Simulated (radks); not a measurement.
Hg4.5+, configuration [Kr] 4d10 4f14 5s2 5d(up 4.5, down 4.5) 5p(up 2.5, down 2) (fractional occupations, a model configuration). All-electron calculation, scalar-relativistic Kohn-Sham, SCAN, spin-polarised, spherical densities, finite nucleus; meta-GGA in the generalised Kohn-Sham scheme; Fermi nuclear charge, rms radius 5.4648 fm. Program: a radial shooting solver on a logarithmic mesh with Libxc functionals.

Radial electron density D(r) = 4 pi r^2 rho(r):

```
   r/bohr * D(r) (the largest magnitude, 150, reaches the edge; | marks zero)
 0.001267 |     *
 0.001452 |      *
 0.001676 |       *
 0.001921 |         *
 0.002218 |           *
 0.002541 |             *
 0.002935 |                *
 0.003362 |                   *
 0.003883 |                      *
 0.004449 |                         *
 0.005138 |                             *
 0.005886 |                                *
 0.006798 |                                   *
 0.007788 |                                     *
 0.008995 |                                       *
  0.01031 |                                        *
   0.0119 |                                        *
  0.01363 |                                       *
  0.01575 |                                     *
  0.01804 |                                    *
  0.02083 |                                   *
  0.02387 |                                    *
  0.02757 |                                      *
  0.03158 |                                          *
  0.03648 |                                               *
  0.04179 |                                                   *
  0.04826 |                                                      *
  0.05529 |                                                      *
  0.06386 |                                                   *
  0.07316 |                                              *
  0.08449 |                                           *
   0.0968 |                                          *
   0.1118 |                                             *
   0.1281 |                                                 *
   0.1479 |                                                  *
   0.1695 |                                              *
   0.1957 |                                      *
   0.2242 |                               *
    0.259 |                           *
   0.2967 |                             *
   0.3426 |                                *
   0.3925 |                                *
   0.4533 |                            *
   0.5194 |                     *
   0.5998 |              *
   0.6872 |          *
   0.7936 |        *
   0.9093 |       *
     1.05 |      *
    1.203 |    *
    1.389 |   *
    1.592 | *
    1.838 |*
    2.106 |*
    2.432 *
    2.787 *
    3.218 *
    3.687 *
    4.258 *
```

D(r) has 4 maxima, at r = 0.0110, 0.0510, 0.142, 0.368 bohr, and minima at 0.0213, 0.0915, 0.261 bohr, inside which lie 1.88, 11.01, 30.04 electrons.
